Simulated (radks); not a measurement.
Task: Ti2+, configuration [Ar] 3d2. All-electron calculation, Dirac Kohn-Sham, exchange-only PBE, spin-unpolarised, spherical densities, point nucleus; open shells are shared between the two j in proportion to 2j + 1. Program: a radial shooting solver on a logarithmic mesh with Libxc functionals.

Spin-orbit splittings of the eigenvalues, e(l+1/2) - e(l-1/2), with zeta = 2 splitting/(2l+1) and mean radii in bohr:

| shell | occ. | splitting (eV) | zeta (eV) | <r> j=l-1/2 | <r> j=l+1/2 |
|---|---|---|---|---|---|
| 2p | 6 | ? | ? | 0.2881 | 0.2908 |
| 3p | 6 | 0.6606 | 0.4404 | 1.079 | 1.087 |
| 3d | 2 | 0.05047 | 0.02019 | 1.462 | 1.466 |
| 4p | 0 | 0.06553 | 0.04368 | 3.476 | 3.493 |

Estimate the 2p splitting.

Result: 5.778 eV (zeta = 3.852 eV).
